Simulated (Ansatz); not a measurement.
A search over several starts for the lowest SCF solution of CH5BrGe⁺, that is GeH2MeBr with one electron fewer at the given spin, in a small basis.

```yaml
crystal:
  periodic: [false, false, false]
  atoms:
    - {symbol: Ge, position_ang: [0.497749, -0.634159, 0.358721]}
    - {symbol: H, position_ang: [0.471846, -0.714721, 1.894003]}
    - {symbol: H, position_ang: [1.940180, -0.728282, -0.165402]}
    - {symbol: C, position_ang: [-0.439948, 0.924150, -0.319358]}
    - {symbol: H, position_ang: [0.034858, 1.842075, 0.059758]}
    - {symbol: H, position_ang: [-1.488788, 0.902119, 0.007914]}
    - {symbol: H, position_ang: [-0.409877, 0.932526, -1.417824]}
    - {symbol: Br, position_ang: [-0.606031, -2.523720, -0.417804]}
basis:
  gaussian: {orbitals: def2-SVP}
total_charge: 1
magnetization: {spin_polarized: true, initial_magnetization: 1}
hamiltonian: {xc: pbe0, dispersion: d4}
output: {orbitals: {seedname: orbitals}}
```

```sh
$ ansatz run in.yaml --threads 4 --pin off --events-out ev --progress --plain --max-ram 3916MiB
```

Shortened log:

```
Functional definition: PBE0
1025 factors; integrals over basis functions are off by at most 1.4e-3 eV
mean field evaluation 1: about -127633.1265 eV, gradient 4.0e1 eV
mean field evaluation 2: about -127619.2256 eV, gradient 5.5e1 eV
mean field evaluation 4: about -127640.8412 eV, gradient 6.2e0 eV
mean field evaluation 8: about -127641.1029 eV, gradient 1.3e-1 eV
mean field evaluation 16: about -127641.1031 eV, gradient 8.2e-4 eV
mean field evaluation 32: about -127641.1928 eV, gradient 6.5e-3 eV
mean field -127641.19283628 eV, -4690.7273184254 hartree, gradient 6.8e-6 eV, S^2 0.754690; 2 other end points of the search recorded, 0 dependent functions left out
reference -127641.19286033 eV, -4690.7273193093 hartree; 39, 38 occupied and 64, 65 virtual orbitals, 1025 factors
Total energy: -127641.30474904 eV, -4690.7314311434 hartree
```

It took 4.6 s on 4 threads of Arm Neoverse V2 on a shared host.
